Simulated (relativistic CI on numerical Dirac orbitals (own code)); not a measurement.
## Ne⁵⁺: calculation against measurement

Computed by Dirac-Coulomb-Breit CI, orbitals from a KLI potential per configuration, QED by a radiative potential, valence Slater integrals scaled by 0.85, P86 correlation estimate, and configurations built on the next ion tied to the tabulated ionisation energy (semi-empirical) (own radial code, finite nucleus).

Configurations in the expansion (outside the closed core 1s2): 2s²2p, 2s²3s, 2s²3p, 2s²3d, 2s²4s, 2s2p², 2p³, 2p²3s, 2p²3p, 2p²3d, 2s2p3s, 2s2p3p, 2s2p3d, 2s²4p, 2s²4d, 2s²4f, 2s2p4s, 2s2p4p, 2s2p4d, 2s2p4f, 2s3s², 2s3s3p, 2s3s3d, 2s3p². Levels of other configurations are missing.

| Configuration | Term (tabulated) | J | Measured (cm⁻¹) | Computed | Error | Purity (%) |
| --- | --- | --- | --- | --- | --- | --- |
| 2s²2p | 2P° | 1/2 | 0.0 | 0 | 0 | 97 |
| 2s²2p | 2P° | 3/2 | 1310.0 | 1298 | -12 | 97 |
| 2s2p² | 2D | 5/2 | 178992.0 | 179453 | 461 | 100 |
| 2s2p² | 2D | 3/2 | 179021.0 | 179489 | 468 | 100 |
| 2s2p² | 2S | 1/2 | 230853.0 | 224229 | -6624 | 100 |
| 2s2p² | 2P | 1/2 | 249292.0 | 243515 | -5777 | 99 |
| 2s2p² | 2P | 3/2 | 250112.0 | 244319 | -5793 | 100 |
| 2p³ | 2P° | 1/2 | 405984.0 | 407557 | 1573 | 97 |
| 2p³ | 2P° | 3/2 | 406056.0 | 407597 | 1541 | 97 |
| 2s²3s | 2S † | 1/2 | 722610.0 | 704662 | -17948 | 94 |
| 2s²3p | 2P° † | 1/2 | 771234.1 | 755443 | -15791 | 93 |
| 2s²3p | 2P° † | 3/2 | 771556.7 | 755763 | -15794 | 93 |
| 2s2p3s | 2P° | 1/2 | 855740.0 | 855067 | -673 | 97 |
| 2s2p3s | 2P° | 3/2 | 856560.0 | 855953 | -607 | 97 |
| 2s2p3p | 2D | 3/2 | 900100.0 | 900781 | 681 | 99 |
| 2s2p3p | 2D | 5/2 | 900900.0 | 901617 | 717 | 98 |
| 2s2p3p | 2S | 1/2 | 914860.0 | 913767 | -1093 | 99 |
| 2s2p3d | 2D° | 3/2 | 928020.0 | 930864 | 2844 | 98 |
| 2s2p3d | 2D° | 5/2 | 928220.0 | 930964 | 2744 | 91 |
| 2s2p3d | 2F° | 5/2 | 945900.0 | 948079 | 2179 | 99 |
| 2s2p3d | 2F° | 7/2 | 946700.0 | 948889 | 2189 | 99 |
| 2s2p3d | 2P° | 3/2 | 952200.0 | 952363 | 163 | 94 |
| 2s2p3d | 2P° | 1/2 | 952610.0 | 952833 | 223 | 95 |
| 2s²4s | 2S | 1/2 | 983000.0 | 976128 | -6872 | 67 |
| 2s2p3p | 2D | 3/2 | 986000.0 | 983409 | -2591 | 95 |
| 2s2p3p | 2D | 5/2 | 986140.0 | 983521 | -2619 | 95 |
| 2s2p3d | 2D° | 3/2 | 1030110.0 | 1027253 | -2857 | 98 |
| 2s2p3d | 2D° | 5/2 | 1030230.0 | 1027363 | -2867 | 98 |
| 2p²3p | 2F° | 5/2 | 1095830.0 | 1101507 | 5677 | 95 |
| 2p²3p | 2F° | 7/2 | 1096170.0 | 1101730 | 5560 | 95 |
| 2s2p4d | 2F° | 5/2 | 1138160.0 | 1140479 | 2319 | 99 |
| 2s2p4d | 2F° | 7/2 | 1138960.0 | 1141232 | 2272 | 99 |

Measured levels from NIST levels in Podobedova, Fuhr, Reader and Wiese, J. Phys. Chem. Ref. Data 33, 525 (2004); pairs were made by configuration, J and term (by order where the table uses no LS term), so strongly mixed levels may be paired wrongly.

Mean error by configuration (cm⁻¹): 2s²2p -12; 2s2p² -3453; 2p³ 1557; 2s2p3s -640; 2s2p3p -981; 2s2p3d 577; 2s²4s -6872; 2p²3p 5618; 2s2p4d 2295. Over the excited levels the mean absolute error is 2500 cm⁻¹ (31 of the 39 excited levels that our extract of the source holds in range could be paired, and the others can miss by more), and the median relative error of those above 1,000 cm⁻¹ is 0.26 %. † marks terms whose computed intervals miss the measured ones by more than a factor of 2.5, or configurations far off the rest, from wrong mixing, a near crossing or a doubtful label or measurement; they are left out of the means.
